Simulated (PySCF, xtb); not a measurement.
Si(H)(F)(Br)(Me) (CH4BrFSi), SMILES [SiH](F)(C)Br.

Geometry: PBE0-D3(BJ)/def2-SVP.

These are PySCF with C-PCM-ωB97X/def2-SVP values and carry that method's errors.

The values are the electrostatic part of the solvation free energy, E(continuum) − E(gas) at the gas-phase geometry, in a cavity of scaled van der Waals radii (PySCF's table); cavitation and dispersion terms are not included. In vacuum the orbital gap is 13.79 eV. The dipole moment in vacuum is 2.23 D.

Computed values in water (ε = 78.36), diethylether (ε = 4.24), dichloromethane (ε = 8.93):
```json
[
 {"solvent": "water", "ε": "78.36", "ΔG(elec) (kcal/mol)": "-2.8", "dipole (D)": "2.77", "gap (eV)": "13.94"},
 {"solvent": "diethylether", "ε": "4.24", "ΔG(elec) (kcal/mol)": "-2.1", "dipole (D)": "2.63", "gap (eV)": "13.91"},
 {"solvent": "dichloromethane", "ε": "8.93", "ΔG(elec) (kcal/mol)": "-2.5", "dipole (D)": "2.71", "gap (eV)": "13.93"}
]
```

For comparison, GFN2-xTB/ALPB(water) (xtb, at the GFN2-xTB geometry, all terms of that model) gives -0.5 kcal/mol.
